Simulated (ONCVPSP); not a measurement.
Configuration tests for aluminium (Al) (ONCV)

```
Element                 : aluminium (Al)
Generator               : ONCVPSP 4.0.1
Type                    : optimised norm-conserving Vanderbilt (ONCV)
Functional              : LDA (Perdew-Wang 92)
Relativity              : scalar-relativistic
Frozen core             : [Ne]
Valence charge          : 3
Reference configuration : 3s1 (charge +2)
Partial waves           : 3s: rc 2.00 bohr, ncon 5, nbas 8, qcut 2.9 1/bohr, 2 projectors, debl 0.5 Ha; p scattering state at 0.09 Ha: rc 1.65 bohr, ncon 3, nbas 7, qcut 4 1/bohr, 1 projector; d scattering state at 0.39 Ha: rc 2.10 bohr, ncon 3, nbas 7, qcut 4.4 1/bohr, 2 projectors, debl 3.7 Ha
Local potential         : polynomial inside 1.15 bohr (lpopt 4, dvloc0 0 Ha)
Core correction         : Teter function, fcfact 2.25, rcfact 1.4
```

In the s channel the program set the typed energies aside and used -0.879, 0.250 Ha. In the p channel the program set the typed energies aside and used 0.050 Ha. In the d channel the program set the typed energies aside and used 0.050, 3.750 Ha.

Energies are relative to the spin-unpolarised reference configuration 3s1; without spin polarisation the order of configurations can differ from experiment.

```json
{"valence configuration": "3s2 3p1", "charge": "0", "ΔE all-electron (eV)": "-25.211", "error AE − PS (meV)": "+143"}
{"valence configuration": "3s2", "charge": "+1", "ΔE all-electron (eV)": "-19.370", "error AE − PS (meV)": "+25"}
{"valence configuration": "3s2 3p0.5", "charge": "+0.5", "ΔE all-electron (eV)": "-23.089", "error AE − PS (meV)": "+94"}
{"valence configuration": "3s0 3p3", "charge": "0", "ΔE all-electron (eV)": "-14.706", "error AE − PS (meV)": "+351"}
```

Levels in the configuration 3s0 3p3:

```csv
level,all-electron (eV),pseudo (eV)
3p,-3.940,-3.994
```

Note: no bound ghost flagged; GHOST(+) flagged for s at 73.9 eV.
